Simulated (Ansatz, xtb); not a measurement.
## Two isomers of C4H4N2OS

Structure I: `O=Cc1cnn(S)c1`, a singlet. Structure II: `O=Cn1cc(S)cn1`, a singlet. Both are isolated molecules in the gas phase, relaxed with PBE0-D3(BJ)/def2-SVP; each stands in its lowest conformer found.

I (Å):

```tsv
atom	x (Å)	y (Å)	z (Å)
C	-2.2405	1.3374	-0.9823
C	-0.9090	1.5558	-0.4246
C	-0.3918	2.6946	0.2384
C	0.1539	0.6548	-0.4350
N	0.8676	2.5146	0.6021
N	1.1699	1.2795	0.1845
O	-2.5922	0.3224	-1.5350
S	2.7492	0.6342	0.4626
H	-2.9411	2.2027	-0.8608
H	-0.8931	3.6363	0.4622
H	3.1375	1.7701	1.0795
H	0.2279	-0.3535	-0.8363
```

II (Å):

```xyz
12

C    -2.3677    2.0168   -0.3568
C    -0.0709    1.7294    0.5311
C     1.0919    1.2624   -0.0324
C     0.7264    0.9266   -1.3758
N    -1.0231    1.6530   -0.4536
N    -0.5420    1.1675   -1.6079
O    -2.8568    2.4556    0.6437
S     2.7000    1.0755    0.6342
H    -2.8889    1.8403   -1.3217
H    -0.3201    2.1049    1.5201
H     2.4033    1.5375    1.8662
H     1.3659    0.5195   -2.1591
```

Task: Estimate E(II) − E(I) at the level CCSD(T)/def2-SVP + ΔMP2/def2-TZVPP.

Result: Calculated at CCSD(T)/def2-SVP + ΔMP2/def2-TZVPP: E(II) − E(I) = −0.840 eV, so structure II lies lower.

Level by level:

| level | geometry | E(II) − E(I) (eV) | departure from the last row (eV) | job, with rough time for the two |
| --- | --- | --- | --- | --- |
| GFN2-xTB | GFN2-xTB | −0.640 | +0.200 | optimisation, 0.16 s |
| HF/STO-3G | GFN2-xTB | −0.511 | +0.329 | single point, 0.66 s |
| r2SCAN-D4/def2-SVP | GFN2-xTB | −0.918 | −0.079 | single point, 6.9 s |
| PBE0-D3(BJ)/def2-SVP | PBE0-D3(BJ)/def2-SVP | −0.915 | −0.076 | optimisation, 55 s |
| HF/def2-SVP | PBE0-D3(BJ)/def2-SVP | −0.933 | −0.094 | part of the CCSD(T) run |
| MP2/def2-SVP | PBE0-D3(BJ)/def2-SVP | −0.892 | −0.052 | part of the CCSD(T) run |
| CCSD(T)/def2-SVP | PBE0-D3(BJ)/def2-SVP | −0.885 | −0.046 | single point |
| CCSD(T)/def2-SVP + ΔMP2/def2-TZVPP | PBE0-D3(BJ)/def2-SVP | −0.840 |  | single point, 2.1 min |

As drawn, II has 1 C–N, 1 C–S in place of 1 C–C, 1 N–S.

The levels shown agree on the order. The largest departure from CCSD(T)/def2-SVP + ΔMP2/def2-TZVPP is that of HF/STO-3G, 0.329 eV. The last row adds to CCSD(T) the change of the MP2 difference between the two basis sets, here +0.046 eV.

With thermal terms from frequencies at re-optimised GFN2-xTB minima (ideal gas, soft modes damped towards free rotors, one conformer each, 298.15 K, 1 atm): on the last row, ΔE + ΔZPE = −0.818, ΔH = −0.827, ΔG = −0.803 eV.

The correlated steps freeze 12 core orbitals. Run with Ansatz 0.2.0, xtb 6.7.1; the last row on 2 threads of Arm Neoverse V1 on a shared host.
